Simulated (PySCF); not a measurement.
# From computed data to an observable: dipole moment from atomic charges

CH3Br2Sb, SMILES [CH3][Sb]([Br])[Br]. Atoms are numbered in the order given.

```xyz
7

Sb     0.4593    -0.7422     0.0000
Br    -0.1342     0.7716     1.9392
Br    -0.1342     0.7716    -1.9392
C     -1.4541    -1.7402     0.0000
H     -1.5293    -2.3659     0.9013
H     -2.2496    -0.9836     0.0000
H     -1.5293    -2.3659    -0.9013
```

Geometry: PBE0-D3(BJ)/def2-SVP. The structure was generated by enumeration; whether it is a known compound was not checked. The def2 effective core potentials stand for the cores of Sb; spin–orbit coupling is left out.

Charges (e) from M06-2X/def2-TZVP in PySCF:

```
atom  ESP fit  Mulliken
----  -------  --------
Sb1     0.325     0.713
Br2    -0.180    -0.322
Br3    -0.180    -0.322
C4     -0.330    -0.594
H5      0.134     0.169
H6      0.097     0.187
H7      0.134     0.169
```

The dipole moment of the full density is 3.15 D.

Question: What dipole moment does each set of point charges give, and which comes closer to that of the density?

Answer: 
μ = Σ q r, and 1 e Å = 4.8032 D.
ESP fit: Σ q r = (0.049, -0.674, 0.000) e Å, |μ| = 3.25 D.
Mulliken: Σ q r = (0.340, -0.976, 0.000) e Å, |μ| = 4.96 D.
ESP fit comes closer in size. Point charges leave out the atoms' own dipoles (lone pairs, polarised bonds); fits to the potential absorb them, partitions of the density don't.
